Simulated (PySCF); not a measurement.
Vertical excitations of a molecule C3H8Si from TDA-ωB97X/def2-SVPD in PySCF 2.14.0, as energy in eV (oscillator strength): 7.28 (0.208), 7.34 (0.368), 8.17 (0.037), 8.25 (0.013), 8.35 (0.016), 8.45 (0.105), 8.64 (0.018), 8.86 (0.030), 8.93 (0.026), 9.04 (0.008). Lowest triplet (TDA): 4.31 eV. The structure is a stationary point at B3LYP-D3(BJ)/def2-SVP. Other conformers were not sampled.

Q: Which molecule gave these data?
(A) C1C[SiH2]C1
(B) [SiH3]C1CC1
(C) C=CC[SiH3]
(D) C=C(C)[SiH3]

A: C, C=CC[SiH3]
